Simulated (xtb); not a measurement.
CH₃FO₂Si₂, SMILES O=C1O[Si@H](F)[SiH2]1. All values are semi-empirical tight-binding results from xtb (GFN2-xTB unless named), good for trends rather than for accurate numbers. Geometry: GFN2-xTB. The structure was generated by enumeration; whether it is a known compound was not checked.

Optimised geometry:

```xyz
9

O     -1.4845     2.0196     0.2247
C     -0.8416     1.0155     0.1871
O      0.5196     1.0048     0.3071
Si     1.0432    -0.5848     0.2418
F      1.9563    -0.7085    -1.0778
Si    -1.2503    -0.8834    -0.0137
H      1.9768    -0.7558     1.3353
H     -2.0464    -1.4049     1.0968
H     -1.8692    -1.1967    -1.3025
```
Charge 0, spin multiplicity 1.

* **orbital gap**: 3.14 eV
* **dipole moment**: 5.00 D
* **zero-point energy**: 25.0 kcal/mol
* **G − E(el) at 298.15 K (modified RRHO)**: 5.0 kcal/mol
* **static polarisability (D4 model)**: 71.7 bohr³
* **solvation energy, GFN2-xTB/ALPB(water)**: -4.0 kcal/mol
* **solvation energy, GFN2-xTB/ALPB(octanol)**: -5.0 kcal/mol

Question: Give the atomic charges and the Wiberg bond orders between heavy atoms. (An estimate is asked for; the answer gives what the named calculation found.)

Answer: charges (e) O1 -0.35, C2 0.23, O3 -0.40, Si4 0.54, F5 -0.26, Si6 0.37, H7 -0.03, H8 -0.06, H9 -0.04. Bond orders O1–C2 1.86, C2–O3 1.11, O3–Si4 0.97, Si4–F5 1.11, C2–Si6 0.81, Si4–Si6 0.81.
